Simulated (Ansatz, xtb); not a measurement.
## ClInO2Si: where a starting geometry ends

The starting geometry of this gas-phase singlet was built from a drawn formula by distance geometry and a force field; its bonds are those of `O=[Si](Cl)[O][In]`.

```xyz
5

Cl    0.8732   -1.7404    4.0893
In    2.6179   -1.0650   -0.8064
O     3.1873   -3.0311    2.2798
O     1.6773   -1.0410    0.9075
Si    2.0534   -1.9673    2.3441
```

Question: Predict what becomes of its bonds when it is optimised with r2SCAN-D4/def2-SVP.

Answer: A new bond forms, giving a structure given below by its coordinates. Distances that change by over a tenth: In2–O3 (3.70 → 2.39 Å), In2–O4 (1.96 → 2.39 Å), O4–Si5 (1.75 → 1.57 Å). Contacts that close: In2–Si5 (3.33 → 2.81 Å).

The energy falls by 0.91 eV over 15 steps:

```json
{"step": "1", "E − E(last) (eV)": "0.908"}
{"step": "3", "E − E(last) (eV)": "0.321"}
{"step": "4", "E − E(last) (eV)": "0.289"}
{"step": "6", "E − E(last) (eV)": "0.254"}
{"step": "7", "E − E(last) (eV)": "0.249"}
{"step": "9", "E − E(last) (eV)": "0.205"}
{"step": "10", "E − E(last) (eV)": "0.152"}
{"step": "12", "E − E(last) (eV)": "0.027"}
{"step": "13", "E − E(last) (eV)": "0.007"}
{"step": "15", "E − E(last) (eV)": "0.000"}
```

Final geometry (Å):

```yaml
atoms:
  - { symbol: Cl, position_ang: [1.0752, -1.9077, 4.0656] }
  - { symbol: In, position_ang: [3.0099, -1.6397, -0.3609] }
  - { symbol: O, position_ang: [3.0856, -2.7170, 1.7703] }
  - { symbol: O, position_ang: [1.3520, -0.7839, 1.1294] }
  - { symbol: Si, position_ang: [1.8865, -1.7964, 2.2100] }
```

From the same start GFN2-xTB ends elsewhere, differing in Cl1–In2 (2.76 against 4.84 Å here), In2–O3 (4.74 against 2.39 Å here), In2–Si5 (3.25 against 2.81 Å here).

No frequencies were run, so the end isn't proven a minimum. Atoms past krypton carry core potentials, without spin–orbit terms. Run with Ansatz 0.2.0, 2 min on 1 thread of AMD EPYC (Zen 3) (shared host).
